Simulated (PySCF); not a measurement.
O³⁺: ionisation energy

O³⁺ [He] 2s2 2p1 [2p1/2^1, M_J = 1/2] → O⁴⁺ [He] 2s2, as a difference of total energies. All numbers are calculated (PySCF 2.14, the two-component X2C-1e Hamiltonian, in x2c-TZVPPall-2c (5s3p2d1f, 31 functions)). Correlated levels: 1s2 frozen. "Screened" scales the spin-orbit matrix elements by Boettger's factors to mimic the two-electron term; Breit and QED terms are absent.

```
                    method  ionisation energy (eV)  error (eV)
           GHF (spin-free)                  77.345      -0.068
          GMP2 (spin-free)                  77.429      +0.016
 GHF (screened spin-orbit)                  77.377      -0.036
GMP2 (screened spin-orbit)                  77.460      +0.047
```

Reference: 77.413 eV (measured; NIST Atomic Spectra Database, ionization energies).

Errors of the correlated levels include the incompleteness of this basis and the frozen core.
